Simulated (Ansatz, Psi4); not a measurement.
Input for Psi4:
```
memory 2 GB

molecule {
0 1
  C    -0.32867249    1.72010629   -0.31442495
  As   -0.07118324   -0.07407807    0.46894706
  C     1.69397189   -0.42038635   -0.34552691
  C    -1.13228284   -1.05722724   -0.87513451
  H    -0.12539177    1.70759584   -1.38419048
  H     0.33877682    2.43834696    0.15981725
  H    -1.35229643    2.05729688   -0.15707040
  H     1.67748643   -0.20032606   -1.41191313
  H     1.97485358   -1.46370768   -0.20823160
  H     2.45568920    0.19809385    0.12726574
  H    -0.84168752   -0.76797234   -1.88397732
  H    -0.98312248   -2.13022938   -0.76252225
  H    -2.19336010   -0.84947794   -0.74391257
}

set basis sto-3g
set scf_type pk
set puream true
set d_convergence 1e-8

energy('scf')
print_variables()
```

Problem. Convert this to an input for Ansatz (a first-principles code).

Solution. Several could match; the one computed here: 
Ansatz 0.2 input:
```yaml
crystal:
  periodic: [false, false, false]
  atoms:
    - {symbol: C, position_ang: [-0.32867249, 1.72010629, -0.31442495]}
    - {symbol: As, position_ang: [-0.07118324, -0.07407807, 0.46894706]}
    - {symbol: C, position_ang: [1.69397189, -0.42038635, -0.34552691]}
    - {symbol: C, position_ang: [-1.13228284, -1.05722724, -0.87513451]}
    - {symbol: H, position_ang: [-0.12539177, 1.70759584, -1.38419048]}
    - {symbol: H, position_ang: [0.33877682, 2.43834696, 0.15981725]}
    - {symbol: H, position_ang: [-1.35229643, 2.05729688, -0.15707040]}
    - {symbol: H, position_ang: [1.67748643, -0.20032606, -1.41191313]}
    - {symbol: H, position_ang: [1.97485358, -1.46370768, -0.20823160]}
    - {symbol: H, position_ang: [2.45568920, 0.19809385, 0.12726574]}
    - {symbol: H, position_ang: [-0.84168752, -0.76797234, -1.88397732]}
    - {symbol: H, position_ang: [-0.98312248, -2.13022938, -0.76252225]}
    - {symbol: H, position_ang: [-2.19336010, -0.84947794, -0.74391257]}
basis:
  gaussian:
    orbitals: STO-3G
hamiltonian:
  xc: hf
accuracy: high
```

Both were run: Psi4 gave -2326.778533 Eh and Ansatz -2326.778533 Eh, 0.000 mEh apart.
